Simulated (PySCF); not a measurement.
C₆H₇FS.
InChI=1S/C6H7FS/c1-5-2-3-6(4-7)8-5/h2-3H,4H2,1H3

Torsions of this conformer, `[CH3:1][c:2]1[cH:3][cH:4][c:5]([CH2:6][F:7])[s:8]1`: C4–C5–C6–F7 -78°.

The closed-shell ground state was solved at several levels (PySCF, density fitting, gas phase, non-relativistic). Geometry: GFN2-xTB, one conformer, isolated molecule.

| level | basis functions | HOMO (eV) | LUMO (eV) | gap (eV) | dipole (D) |
| --- | --- | --- | --- | --- | --- |
| PBE0/def2-SVPD | 226 | -6.79 | -0.79 | 6.00 | 2.39 |
| wB97X-D/def2-SVPD | 226 | -8.56 | 0.93 | 9.49 | 2.39 |

Q: Estimate the row for PBE0/pcSseg-1, a basis of 178 functions; the other rows only guide the guess.

A: HOMO -6.76 eV, LUMO -0.69 eV, gap 6.07 eV, dipole 2.35 D.

Q: Over all these levels, which gives the widest orbital gap and which the narrowest?

A: wB97X-D/def2-SVPD (range-separated hybrid) has the widest, 9.49 eV, and PBE0/def2-SVPD (global hybrid, 25 % exact exchange) the narrowest, 6.00 eV. The two share the basis. From the narrowest to the widest the HOMO moves by -1.77 eV and the LUMO by +1.72 eV.

Q: How far do the dipole and the HOMO energy spread over the levels?

A: The dipole runs from 2.35 to 2.39 D (mean 2.38 D) and the HOMO from -8.56 to -6.76 eV.
